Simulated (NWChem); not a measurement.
Molecule: CsBr; SMILES [Br][Cs]

```xyz
2

Cs     0.0000     0.0000    -1.2053
Br     0.0000     0.0000     1.8941
```
Atoms are numbered in this order, from 1.

Computed with NWChem. Medium grid unless said otherwise, to which SCAN and Minnesota functionals are sensitive. Coordinates come from a PBE0-D3(BJ)/def2-TZVP optimisation. def2 effective core potentials on Cs; no spin-orbit coupling. B3LYP is NWChem's, with the RPA form of VWN correlation.

For level MN15/def2-SVP:

| Quantity | Result |
|---|---|
| highest occupied level (eV) | -5.99 |
| orbital gap (eV) | 5.64 |
| dipole (D) | 10.74 |

Q: Estimate the same quantities for level B3LYP/def2-SVP.

A: 
- highest occupied level (eV): -5.22
- orbital gap (eV): 3.75
- dipole (D): 10.44
